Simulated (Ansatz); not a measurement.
Reactions of C3H7BS, SMILES `BC(=C)SC`.

Program: Ansatz. Geometries: PBE0-D4/def2-TZVP. ΔE: electronic, gas phase. CCSD(T)/CBS is the MP2 limit (def2-TZVPP, def2-QZVPP) plus CCSD(T) − MP2 in def2-TZVPP, frozen cores. This one scheme is used for every species. def2 core potentials past Kr. For Br, Ge, Sn, Te outer-core shells are correlated without core-valence functions, which leaves a few kJ/mol of doubt a bond. Scalar relativity is left out up to krypton. Each species was taken in one conformer, which may not be the lowest.

Order these by ΔE at CCSD(T)/CBS, lowest first. (An estimate is asked.)
A. `BC(=C)SC` + `[BH2][AlH][OH]` → `[BH2][AlH][O]C` + `BC(=C)S`
B. `BC(=C)SC` + HBr → `BC(=C)Br` + CH₃SH
C. `BC(=C)SC` + `N[SiH2][TeH]` → `B[Te][SiH2]N` + `C=CSC`
D. `BC(=C)SC` + `[NH2][GeH3]` → `BC(=C)[NH][GeH3]` + CH₃SH
E. `BC(=C)SC` + HCl → `BCl` + `C=CSC`
F. `BC(=C)SC` + `OCF` → `BOCF` + `C=CSC`
G. `BC(=C)SC` + `[SiH3][SnH3]` → `[BH2][SnH2][SiH3]` + `C=CSC`

F (-109.1 kJ/mol), E (-69.5 kJ/mol), C (-49.3 kJ/mol), D (+6.3 kJ/mol), B (+17.5 kJ/mol), G (+31.3 kJ/mol), A (+56.9 kJ/mol).

Largest T1 diagnostic: 0.014, for `B[Te][SiH2]N`.
